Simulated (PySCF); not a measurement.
A structure optimised at PBE0-D3(BJ)/def2-TZVP, used in a PySCF frequency run:

```xyz
3

Cd     0.0000     0.0000     0.0000
F      0.0000     0.0000    -1.9216
F      0.0000     0.0000     1.9216
```

Problem. Write its SMILES, formula and point group.

Solution. [F][Cd][F], CdF₂, D∞h

Problem. What are its rotational constants (standard atomic weights)?

Solution. 3.6021 GHz (linear rotor, B only)
